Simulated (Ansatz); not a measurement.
Ansatz (a quantum-chemistry and plane-wave program) input:
A basis named .json is the Basis Set Exchange file of that set.

Ansatz 0.2 input:
```yaml
crystal:
  periodic: [false, false, false]
  atoms:
    - {symbol: C, position_ang: [-2.24302844, 0.33675043, -0.14786613]}
    - {symbol: C, position_ang: [-0.96105170, -0.26758352, 0.33526853]}
    - {symbol: O, position_ang: [0.20433167, 0.52666858, -0.30556129]}
    - {symbol: C, position_ang: [1.63581688, 0.10058843, -0.14032817]}
    - {symbol: O, position_ang: [1.84975342, -0.94376257, 0.30964879]}
    - {symbol: H, position_ang: [-2.34212440, 0.27322980, -1.23087181]}
    - {symbol: H, position_ang: [-3.05674278, -0.24166963, 0.29629957]}
    - {symbol: H, position_ang: [-2.36691324, 1.36897478, 0.18465174]}
    - {symbol: H, position_ang: [-0.79075608, -0.18731429, 1.40525334]}
    - {symbol: H, position_ang: [-0.77701775, -1.27676885, -0.01761900]}
    - {symbol: H, position_ang: [2.27063122, 0.90073014, -0.52782893]}
    - {symbol: H, position_ang: [0.03982181, 1.48103801, -0.42503009]}
basis:
  gaussian:
    orbitals: cc-pVTZ
    fitting: {mean_field: def2-universal-jkfit, correlation: cc-pVTZ-RIFIT.json}
total_charge: 1
magnetization: {spin_polarized: false}
correlation: {method: mp2, electrons: outside_noble_gas}
```

Question: What final total energy does it print?

Answer: -268.18535 Eh (RI-MP2/cc-pVTZ). The basis has 248 functions.

It need not be the lowest isomer of its formula.
